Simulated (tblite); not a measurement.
Species: C6H3FNO (doublet state).
Cartesian coordinates in Å at the GFN2-xTB level; atoms count from 1:
```
atom  x, y, z in Å
C1    -1.9616    0.2200   -0.3996
C2    -0.6767   -0.5376   -0.2630
O3    -0.3717   -1.5151   -0.9017
C4     0.2704    0.0089    0.7533
F5    -0.0383    1.2413    1.2225
C6     1.1862   -0.8257    1.5459
C7     1.8437   -0.2917    0.5664
C8     2.8611    0.0661   -0.2769
N9     3.7033    0.3878   -0.9907
H10   -2.4625    0.2781    0.5652
H11   -1.7501    1.2386   -0.7223
H12   -2.6027   -0.2715   -1.1254
```

All values are computed: GFN2-xTB (tblite) harmonic vibrations without scaling, gas phase. Errors from tens to a few hundred cm⁻¹ against measured bands are possible. One conformer, not necessarily the lowest. Open shells enter through the occupations alone, without spin polarisation, and single modes of such species can be off by tens of per cent.

Harmonic wavenumbers (cm⁻¹): 48.9, 71.4, 121.7, 123.4, 201.5, 259.8, 327.6, 342.5, 410.9, 497.0, 522.1, 553.0, 581.0, 613.1, 727.8, 912.8, 986.6, 987.2, 1054.6, 1174.1, 1196.8, 1364.1, 1434.5, 1436.3, 1736.3, 1869.2, 2312.8, 3016.4, 3029.6, 3067.7.

A = 2830, B = 1186, C = 1034 MHz; mass 124.020 u (most abundant isotopes); point group C1, symmetry number 1; spin multiplicity 2.

Zero-point energy?

½Σν̃ = 15490 cm⁻¹ = 44.29 kcal/mol.

What is S at 200 K and 1 bar for an ideal gas of classical rigid rotors and harmonic oscillators?

Translation 38.40, rotation 27.73, vibration 17.28, spin (R ln 2) 1.38: S = 84.8 cal/(mol K).

And Cp and H(200 K) − H(0)?

Cp = 26.07 cal/(mol K), of which vibrations give 18.12 (their classical limit is 30 R = 59.6); H(200 K) − H(0) = 3.46 kcal/mol without the zero-point energy, 1.87 from vibrations.

Which modes carry the vibrational entropy at 200 K?

48.9 cm⁻¹: 4.07; 71.4 cm⁻¹: 3.33; 121.7 cm⁻¹: 2.31; 123.4 cm⁻¹: 2.29; 201.5 cm⁻¹: 1.41; 259.8 cm⁻¹: 1.01 cal/(mol K); the other 24 give 2.85 together.

How do the functions run with temperature in this model?

```csv
T (K),S (cal/(mol K)),Cp (cal/(mol K)),H − H(0) (kcal/mol),G − H(0) (kcal/mol),ln q(vib)
50,59.4,12.9,0.50,-2.47,0.48
100,69.9,17.7,1.26,-5.72,1.60
298.15,96.5,32.8,6.36,-22.41,6.25
373.15,104.3,37.1,8.99,-29.94,7.92
500,116.1,43.0,14.09,-43.94,10.59
750,135.1,50.9,25.91,-75.43,15.36
1000,150.5,55.7,39.27,-111.20,19.55
```

q(vib) and H(0) count from the zero-point level.

Blend soft modes into free rotors: weight 1/[1 + (100 cm⁻¹/ν̃)⁴] for the oscillator and the rest for a rotor with moment μB/(μ + B), μ = h/(8π²ν), B = 10⁻⁴⁴ kg m². What vibrational entropy results?

16.02 cal/(mol K) in place of 17.28, which changes −T·S at 200 K by +0.25 kcal/mol.

What must be added to the electronic energy to get the Gibbs energy at 200 K and 1 bar?

ZPE + [H(200 K) − H(0)] − T·S = 44.29 + 3.46 − 16.96 = 30.79 kcal/mol.

Hindered rotation and anharmonicity are outside this model. Other conformers, if any are populated, would add a mixing term that is left out. The structure is chiral; the term R ln 2 for an equal mix with its mirror image is left out.

Hardware: one thread, Arm Neoverse V2 (aarch64), on a shared host. Cost: 0.29 s of wall time. The figure is for the frequency step alone.
